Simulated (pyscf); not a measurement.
# HO–AlH₂ (SMILES [OH][AlH2]), singlet

Gas-phase minimum from PySCF at ωB97X-D3(BJ)/def2-SVP, one conformer. 

```xyz
5

O     -0.2588    -1.0054    -0.4286
Al    -1.5981    -0.1935     0.2462
H      0.4313    -1.4737     0.0452
H     -2.5723     0.4947    -0.7862
H     -1.8010    -0.1653     1.8186
```

Bonded distances (Å): O1–Al2 1.705, O1–H3 0.959, Al2–H4 1.578, Al2–H5 1.586. Bond angles (°): Al2–O1–H3 127.0, O1–Al2–H4 115.7, O1–Al2–H5 120.1, H4–Al2–H5 124.2.

Properties at ωB97X-D3(BJ)/def2-SVP:

```yaml
harmonic_wavenumbers_unscaled: 439, 478, 631, 645, 797, 884, 1965, 1999, 3987 cm⁻¹
zero_point_energy: 16.9 kcal/mol
rotational_symmetry_number: 1
Entropy of this conformer at 298 K and 1 atm, rigid rotor and harmonic oscillator, modes under 100 cm⁻¹ raised to 100: 252.7 J/(mol K)
dipole_moment: 1.35 D
```

Single-point totals, which compare only within one level (frozen core for MP2 and CC):

| level | total energy (hartree) |
|---|---|
| ωB97X-D3(BJ)/def2-TZVP | -319.57386 |
| PBE/def2-TZVP | -319.30870 |
| r²SCAN/def2-TZVP | -319.46735 |
| B3LYP-D3(BJ)/def2-TZVP | -319.56778 |
| PBE0-D3(BJ)/def2-TZVP | -319.33503 |
| M06-2X/def2-TZVP | -319.48065 |
| ωB97M-D3(BJ)/def2-TZVP | -319.59076 |
| HF/def2-TZVPP | -318.61319 |
| MP2/def2-TZVPP | -318.94438 |
| CCSD/def2-TZVPP | -318.96181 |
| CCSD(T)/def2-TZVPP | -318.97218 |

The CCSD(T) − MP2 part came from Ansatz, without density fitting, on the same reference.
